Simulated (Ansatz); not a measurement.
Program: Ansatz. Geometries: PBE0-D4/def2-TZVP. ΔE: electronic, gas phase. CBS: MP2 limit from def2 TZ/QZ plus the TZ coupled-cluster correction, frozen cores. This one scheme is used for every species. Functionals use def2-TZVPP. For Ge outer-core shells are correlated without core-valence functions, which leaves a few kJ/mol of doubt a bond. Scalar relativity is left out up to krypton. Each species was taken in one conformer, which may not be the lowest.

Reaction (ligand exchange at a Ge–C bond): `N=[C](F)[GeH3]` + `S[SiH2]Cl` → `Cl[SiH2][S][GeH3]` + `N=CF`

```csv
species,LDA (SPW92) energy (Eh)
`N=[C](F)[GeH3]`,-2267.55210
`S[SiH2]Cl`,-1145.75804
`Cl[SiH2][S][GeH3]`,-3220.80523
`N=CF`,-192.52686
```

Work out ΔE.

ΔE = (-3220.80523) + (-192.52686) − (-2267.55210) − (-1145.75804) = -0.02195 Eh = -57.6 kJ/mol. CCSD(T)/CBS gives -66.5 kJ/mol.

Largest T1 diagnostic among the species: 0.013.

From PBE to PBE0 (25 % exact exchange), in def2-TZVPP and without D4, ΔE moves by −6.3 kJ/mol. The D4 term adds −5.2 kJ/mol with B3LYP and −2.9 kJ/mol with PBE0; it sums over pairs of atoms, weighted by their polarisabilities, and B3LYP, whose exchange is more repulsive, gets the larger term. Leaving LDA and LC-ωPBE aside and taking each functional with its dispersion term where it has one, the values, not all of them listed here, spread over 12.2 kJ/mol, from BHLYP-D4 to BLYP-D4.

B3LYP here is the variant with VWN-RPA as its local correlation; programs differ in this.
